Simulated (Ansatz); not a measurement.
**Match the barriers**

Saddle point of SiNH$_{7}$Se, singlet (SiNH₅ ([NH2][SiH3]) + H₂Se → SiNH₅Se ([NH2][SiH2][SeH]) + H₂; bonds formed: Si1–Se7, H2–H6; bonds broken: Si1–H2, H6–Se7), PBE0-D4/def2-TZVP structure:

```xyz
10
angstrom
Si -0.5577 0.0423 0.0004
H 0.5802 -1.1271 -0.4302
H -1.5938 -0.5730 -0.8589
H -0.8580 1.4716 0.2758
N -0.3402 -0.4739 1.6117
H 0.7915 -0.4992 -1.1924
Se 0.7027 0.9307 -2.2335
H -0.5030 0.1535 2.3821
H -0.0477 -1.3927 1.8979
H 1.8260 1.4678 -1.4529
```

Ansatz 0.2.0; basis: def2-TZVPP, with def2-QZVPP for the basis limit; cores frozen in the correlated methods. Filled d shells of the heavier atoms are correlated. The def2 sets are not built for correlating such inner shells, so the correlated values are less sure here. Extrapolation: Hartree–Fock as exp(−7.88 √X), correlation as X^−2.97. Four methods, as single points on the PBE0-D4 structures, gave these electronic barriers from the start structure: 23.91, 35.31, 41.09, 60.39 kcal/mol.

The methods were, in alphabetical order, HF, MP2, PBE0-D4, SPW92. Which gave which? (A judgement: the text doesn't fix the answer.)

The calculation gives: SPW92 23.91; PBE0-D4 35.31; MP2 41.09; HF 60.39 kcal/mol. For comparison, CCSD(T) at an estimated basis limit (MP2 extrapolated from triple and quadruple zeta, plus CCSD(T) − MP2 in triple zeta) gives 41.35 kcal/mol.

T1 diagnostic: at most 0.012.

Labels in which every atom is bracketed show which atoms are joined, not bond orders.

For scale, one of the runs: CCSD(T)/def2-TZVPP, 219 basis functions (an equivalent command: `ansatz run in.yaml --threads 4`). Hardware: 4 CPU threads, shared host. Wall time 73 s; peak host memory 3.2 GiB.
